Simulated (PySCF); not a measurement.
CH₆B₂N, AlB₂H₄O, B₃H₆Si, B₂FH₄Si and others (calculated)

Computed with PySCF 2.14.0. Calculation on a computer-drawn molecule: the log of a Hartree-Fock and frozen-core CCSD(T) single point meant for a local Hartree-Fock minimum, with one planted fault or none, to be diagnosed. Offsets are logged minus clean, where the clean run is the same molecule without the fault. The reference is restricted for singlets and unrestricted otherwise, and also for a bond in bohr or an excited solution. Adding or removing an electron swaps singlet and doublet. The excited solution moves the top pair (singlet) or top alpha electron (doublet) to the lowest empty orbital. Highest occupied and lowest empty are orbital energies over both spins, largest force is the largest gradient component, triples share is (T) over the correlation energy, the T1 limit is 0.02 restricted and 0.045 unrestricted, electrons count all cores, a negative frequency is imaginary (commonest isotopes), and the dipole is about the centre of nuclear charge.

Common to all runs: logged SCF converged yes; possible faults no fault, one electron removed, one electron added, multiplicity raised by two, geometry at a saddle point, SCF held on an excited solution, minimal basis STO-3G, one bond length entered in bohr, all coordinates scaled.

(1) CH₆B₂N

Logged structure:
```xyz
10
CH6B2N
B     -3.0969     0.5188    -0.0421
B     -1.7895    -0.3861    -0.6368
C     -0.3309    -0.1732    -0.2913
N      0.6936    -0.8947    -0.8218
H     -3.6917     0.2100     0.9614
H     -3.5260     1.4860    -0.6218
H     -2.0433    -1.2917    -1.4063
H      0.0101     0.6055     0.3845
H      1.6005    -0.8622    -0.4067
H      0.4798    -1.7269    -1.3314
```

| Quantity | Value |
| --- | --- |
| meant charge | 0 |
| meant multiplicity | 2 |
| meant basis | cc-pVDZ |
| logged electrons | 30 |
| logged basis functions | 86 |
| logged spin squared | 0 |
| logged highest occupied | 0.14887 eV |
| logged lowest empty | 7.498 eV |
| logged largest force | 0.097497 hartree/bohr |
| logged T1 diagnostic | 0.013435 |
| logged D1 diagnostic | 0.04184 |
| logged triples share | 0.031959 |
| logged CC converged | yes |
| logged dipole magnitude | 3.8419 debye |
| logged SCF stable within its kind | yes |
| logged energy HF | -145.07266 hartree |
| logged energy CCSD(T) | -145.63873 hartree |
| planted fault | one electron added |
| HF energy offset from clean run | 30.48 kcal/mol |
| CCSD(T) energy offset from clean run | 3.217 kcal/mol |

Drawn bonds:
| atom | other atom | order |
| --- | --- | --- |
| 1 | 2 | 1 |
| 2 | 3 | 1 |
| 3 | 4 | 1 |
| 1 | 5 | 1 |
| 1 | 6 | 1 |
| 2 | 7 | 1 |
| 3 | 8 | 1 |
| 4 | 9 | 1 |
| 4 | 10 | 1 |

Notes: highest electron not bound in this basis.

(2) CH₆B₂N

Structure as in entry 1.

| Property | Result |
| --- | --- |
| meant charge | 0 |
| meant multiplicity | 2 |
| meant basis | cc-pVDZ |
| logged electrons | 29 |
| logged basis functions | 86 |
| logged spin squared | 0.7609 |
| logged highest occupied | -4.1195 eV |
| logged lowest empty | -0.66474 eV |
| logged largest force | 0.13283 hartree/bohr |
| logged dipole magnitude | 12.582 debye |
| logged SCF stable within its kind | no |
| logged energy HF | -144.98981 hartree |
| planted fault | SCF held on an excited solution |
| HF energy offset from clean run | 82.47 kcal/mol |

Drawn bonds:
| atom | other atom | order |
| --- | --- | --- |
| 1 | 2 | 1 |
| 2 | 3 | 1 |
| 3 | 4 | 1 |
| 1 | 5 | 1 |
| 1 | 6 | 1 |
| 2 | 7 | 1 |
| 3 | 8 | 1 |
| 4 | 9 | 1 |
| 4 | 10 | 1 |

Notes: coupled-cluster numbers left out as unreliable.

(3) AlB₂H₄O

Logged structure:
```xyz
8
AlB2H4O
B      0.5956     1.2780    -0.2588
B      0.6313     2.6211    -1.2251
O      0.7717     2.5020    -2.5893
Al     0.9232     2.5476    -4.1447
H      1.5771     0.8392     0.1924
H     -0.4125     0.7500    -0.0055
H      0.5442     3.7183    -0.8412
H      1.0688     2.5548    -5.6313
```

| Property | Result |
| --- | --- |
| meant charge | 1 |
| meant multiplicity | 1 |
| meant basis | cc-pV(D+d)Z |
| logged electrons | 34 |
| logged basis functions | 85 |
| logged spin squared | 0 |
| logged highest occupied | -15.347 eV |
| logged lowest empty | -4.286 eV |
| logged largest force | 0.026851 hartree/bohr |
| logged T1 diagnostic | 0.015667 |
| logged D1 diagnostic | 0.042832 |
| logged triples share | 0.022729 |
| logged CC converged | yes |
| logged dipole magnitude | 6.7209 debye |
| logged SCF stable within its kind | yes |
| logged energy HF | -368.25079 hartree |
| logged energy CCSD(T) | -368.67869 hartree |
| planted fault | all coordinates scaled, by -2.7 % |
| HF energy offset from clean run | 3.573 kcal/mol |
| CCSD(T) energy offset from clean run | 5.852 kcal/mol |

Drawn bonds:
| atom | other atom | order |
| --- | --- | --- |
| 1 | 2 | 1 |
| 2 | 3 | 1 |
| 3 | 4 | 1 |
| 1 | 5 | 1 |
| 1 | 6 | 1 |
| 2 | 7 | 1 |
| 4 | 8 | 1 |

(4) AlB₂H₄O

Logged structure:
```xyz
8
AlB2H4O
B      0.8949    -1.7479     0.1057
B      0.0266    -0.4694     0.8372
O     -0.6677    -0.6294     1.9840
Al    -1.6603    -0.6365     3.3547
H      0.3909    -2.4754    -0.7121
H      2.0545    -1.9571     0.3573
H      0.0249     0.6312     0.3187
H     -0.9385    -0.3995     4.7533
```

| Quantity | Value |
| --- | --- |
| meant charge | 0 |
| meant multiplicity | 2 |
| meant basis | cc-pV(D+d)Z |
| logged electrons | 35 |
| logged basis functions | 85 |
| logged spin squared | 3.7724 |
| logged highest occupied | -6.8786 eV |
| logged lowest empty | -0.60436 eV |
| logged largest force | 0.06464 hartree/bohr |
| logged T1 diagnostic | 0.025026 |
| logged D1 diagnostic | 0.10964 |
| logged triples share | 0.029179 |
| logged CC converged | yes |
| logged dipole magnitude | 4.2791 debye |
| logged SCF stable within its kind | yes |
| logged energy HF | -368.37764 hartree |
| logged energy CCSD(T) | -368.81697 hartree |
| planted fault | multiplicity raised by two |
| HF energy offset from clean run | 81.36 kcal/mol |
| CCSD(T) energy offset from clean run | 82 kcal/mol |

Drawn bonds:
| atom | other atom | order |
| --- | --- | --- |
| 1 | 2 | 1 |
| 2 | 3 | 1 |
| 3 | 4 | 1 |
| 1 | 5 | 1 |
| 1 | 6 | 1 |
| 2 | 7 | 1 |
| 4 | 8 | 1 |

(5) B₃H₆Si

Logged structure:
```xyz
10
B3H6Si
B     -1.4213     2.1298    -0.4035
B     -0.0275     1.5087    -1.1146
Si     0.7233    -0.3429    -0.8689
B      0.3229    -1.9992    -1.9768
H     -2.4732     2.0222    -0.9633
H     -1.3581     2.6871     0.6525
H      0.6381     2.1820    -1.8523
H      1.6903    -0.5171     0.2307
H     -0.5716    -2.7067    -1.6346
H      0.9952    -2.2181    -2.9346
```

| Quantity | Value |
| --- | --- |
| meant charge | 1 |
| meant multiplicity | 1 |
| meant basis | cc-pV(D+d)Z |
| logged electrons | 33 |
| logged basis functions | 95 |
| logged spin squared | 0.7738 |
| logged highest occupied | -22.014 eV |
| logged lowest empty | -13.564 eV |
| logged largest force | 0.072094 hartree/bohr |
| logged T1 diagnostic | 0.030421 |
| logged D1 diagnostic | 0.14335 |
| logged triples share | 0.029788 |
| logged CC converged | yes |
| logged dipole magnitude | 3.4279 debye |
| logged SCF stable within its kind | yes |
| logged energy HF | -365.57272 hartree |
| logged energy CCSD(T) | -365.93364 hartree |
| planted fault | one electron removed |
| HF energy offset from clean run | 344.2 kcal/mol |
| CCSD(T) energy offset from clean run | 359 kcal/mol |

Drawn bonds:
| atom | other atom | order |
| --- | --- | --- |
| 1 | 2 | 1 |
| 2 | 3 | 1 |
| 3 | 4 | 1 |
| 1 | 5 | 1 |
| 1 | 6 | 1 |
| 2 | 7 | 1 |
| 3 | 8 | 1 |
| 4 | 9 | 1 |
| 4 | 10 | 1 |

(6) B₂FH₄Si

Logged structure:
```xyz
8
B2FH4Si
B     -1.2170    -1.1358    -1.9530
B     -0.2377    -0.2170    -0.9335
Si     1.5974     0.4854    -1.4004
F      1.6814     1.8812    -2.1053
H     -1.1334    -2.3281    -1.9393
H     -1.9972    -0.5859    -2.6717
H     -0.5692     0.0894     0.1753
H      2.9239    -0.0893    -1.1884
```

| Quantity | Value |
| --- | --- |
| meant charge | 1 |
| meant multiplicity | 1 |
| meant basis | cc-pV(D+d)Z |
| logged electrons | 37 |
| logged basis functions | 85 |
| logged spin squared | 0.7596 |
| logged highest occupied | -6.4396 eV |
| logged lowest empty | 0.1674 eV |
| logged largest force | 0.062476 hartree/bohr |
| logged dipole magnitude | 3.239 debye |
| logged SCF stable within its kind | no |
| logged energy HF | -439.98557 hartree |
| planted fault | one electron added |
| HF energy offset from clean run | -129 kcal/mol |

Drawn bonds:
| atom | other atom | order |
| --- | --- | --- |
| 1 | 2 | 1 |
| 2 | 3 | 1 |
| 3 | 4 | 1 |
| 1 | 5 | 1 |
| 1 | 6 | 1 |
| 2 | 7 | 1 |
| 3 | 8 | 1 |

Notes: coupled-cluster numbers left out as unreliable.

(7) B₂H₅Si

Logged structure:
```xyz
8
B2H5Si
B     -1.6240    -0.1757     0.0000
B     -0.1342     0.7213     0.0000
Si     1.5724    -0.2080     0.0000
H     -2.6962     0.3705     0.0000
H     -1.6433    -1.3804     0.0000
H     -0.0937     1.9228     0.0000
H      2.9071     0.4291     0.0000
H      1.7118    -1.6797     0.0000
```

| Item | Value |
| --- | --- |
| meant charge | 0 |
| meant multiplicity | 2 |
| meant basis | cc-pV(D+d)Z |
| logged electrons | 29 |
| logged basis functions | 76 |
| logged spin squared | 0.7604 |
| logged highest occupied | -8.3945 eV |
| logged lowest empty | -0.032193 eV |
| logged largest force | 5.9e-05 hartree/bohr |
| logged lowest frequency | -309.63 cm⁻¹ |
| logged T1 diagnostic | 0.018009 |
| logged D1 diagnostic | 0.080285 |
| logged triples share | 0.026866 |
| logged CC converged | yes |
| logged dipole magnitude | 1.1685 debye |
| logged SCF stable within its kind | yes |
| logged energy HF | -341.11578 hartree |
| logged energy CCSD(T) | -341.42859 hartree |
| planted fault | geometry at a saddle point |
| HF energy offset from clean run | 7.41 kcal/mol |
| CCSD(T) energy offset from clean run | 6.364 kcal/mol |

Drawn bonds:
| atom | other atom | order |
| --- | --- | --- |
| 1 | 2 | 1 |
| 2 | 3 | 1 |
| 1 | 4 | 1 |
| 1 | 5 | 1 |
| 2 | 6 | 1 |
| 3 | 7 | 1 |
| 3 | 8 | 1 |

(8) B₂ClH₅Si

Logged structure:
```xyz
9
B2ClH5Si
B      1.1526     0.7094    -0.6800
B      0.2939     0.3081     0.6967
Si    -0.6347    -1.4801     1.0059
Cl    -0.2486    -2.1282     2.9526
H      0.6135     1.1960    -1.6391
H      2.3360     0.5094    -0.7572
H      0.1666     1.1096     1.5844
H     -0.1963    -2.5723     0.1141
H     -2.0981    -1.3147     0.8673
```

| Quantity | Value |
| --- | --- |
| meant charge | 0 |
| meant multiplicity | 1 |
| meant basis | cc-pV(D+d)Z |
| logged electrons | 45 |
| logged basis functions | 99 |
| logged spin squared | 0.7796 |
| logged highest occupied | -17.168 eV |
| logged lowest empty | -8.5063 eV |
| logged largest force | 0.083107 hartree/bohr |
| logged T1 diagnostic | 0.032067 |
| logged D1 diagnostic | 0.18566 |
| logged triples share | 0.030324 |
| logged CC converged | yes |
| logged dipole magnitude | 6.4641 debye |
| logged SCF stable within its kind | yes |
| logged energy HF | -800.35988 hartree |
| logged energy CCSD(T) | -800.81526 hartree |
| planted fault | ? |

Drawn bonds:
| atom | other atom | order |
| --- | --- | --- |
| 1 | 2 | 1 |
| 2 | 3 | 1 |
| 3 | 4 | 1 |
| 1 | 5 | 1 |
| 1 | 6 | 1 |
| 2 | 7 | 1 |
| 3 | 8 | 1 |
| 3 | 9 | 1 |

Questions
1. Which fault was planted in the run of B₂ClH₅Si (entry 8)?

## Answers
1. one electron removed

Further results for B₂ClH₅Si (entry 8):

| Property | Result |
| --- | --- |
| HF energy offset from clean run | 224.9 kcal/mol |
| CCSD(T) energy offset from clean run | 232.7 kcal/mol |
